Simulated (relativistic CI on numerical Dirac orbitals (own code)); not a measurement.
Ni2+ in a cubic cluster: 3s photoemission with charge transfer

Computed with a charge-transfer multiplet model of a cubic metal-ligand cluster with up to 2 ligand holes, Slater and spin-orbit integrals from Dirac-Coulomb-Breit ions, Slater integrals scaled by 0.8. The ground state mixes d8 with configurations of k ligand holes L, whose averages lie at kΔ + k(k − 1)U_dd/2; a core hole lowers each added d electron by U_cd. 20 K, Lorentzian 1.4 eV and Gaussian 0.8 eV FWHM.

Atomic integrals in eV (Slater integrals scaled, ζ unscaled), ground: F2dd 9.736, F4dd 6.042, zeta_d 0.080; with the core hole: F2dd 10.650, F4dd 6.651, zeta_d 0.091, G2cd 10.769.

Cluster parameters (eV): Δ = 2, U_dd = 6.6, U_cd = 8.4, 10Dq(ligand) = 1.5, V(eg) = 1.7, V(t2g) = -0.92, final-state hopping factor = 1.

Weights, n_d and S are thermal averages at 20 K. Binding energies count from the first peak over 30 % of the highest in each spectrum, which can be another peak from case to case. The parameters are a model scan and need not match a compound or its usual spin state. A negative ionic 10Dq is a model choice; hopping adds the covalent part of the field. Peaks in eV (height, largest 100): 0.0 (100), 4.5 (55), 8.6 (60), 14.8 (37).

(1) Which parameters give this spectrum?
A. 10Dq = -0.4 eV
B. 10Dq = 0.5 eV
C. 10Dq = 0.2 eV
D. 10Dq = 0.8 eV
E. 10Dq = 1.1 eV

## Answers

(1) A. 10Dq = -0.4 eV; the ground state then has 8.36 d electrons and S = 1.00. The choice follows from running the model for each set and comparing peak positions and heights. Without intra-shell correlation the exchange splitting of the 3s hole comes out too large.
